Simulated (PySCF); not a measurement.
GaH5OP2.

```xyz
9

Ga     0.2256    -0.0912    -0.0710
O      1.8529    -0.5871    -0.6580
H      2.4417    -0.9759     0.0013
P     -0.3030    -0.2742     2.2095
H      0.2505    -1.5890     2.3195
H     -1.6241    -0.7468     1.9359
P     -1.0248     0.9748    -1.7280
H     -2.2505     0.3597    -1.3224
H     -0.7160    -0.0332    -2.6929
```
Charge 0, spin multiplicity 1.

The structure is a stationary point at B3LYP-D3(BJ)/def2-SVP. The structure was generated by enumeration; whether it is a known compound was not checked. One conformer was computed; it need not be the lowest.

These are PySCF with B3LYP/pcSseg-1 values and carry that method's errors. Non-relativistic, no solvent.

Computed absolute GIAO shielding of each atom: isotropic value and principal components (ppm):
```tsv
atom	σ(iso)	σ11	σ22	σ33	span
Ga1	1136.3	879.6	1170.9	1358.5	478.8
O2	187.3	29.3	239.3	293.3	264.0
H3	27.7	22.0	22.9	38.3	16.3
P4	550.6	492.1	553.3	606.4	114.4
H5	29.8	25.1	27.0	37.4	12.3
H6	29.9	24.8	27.8	36.9	12.1
P7	558.3	498.9	568.8	607.3	108.4
H8	30.1	25.1	28.0	37.3	12.2
H9	29.5	24.6	26.7	37.3	12.7
```
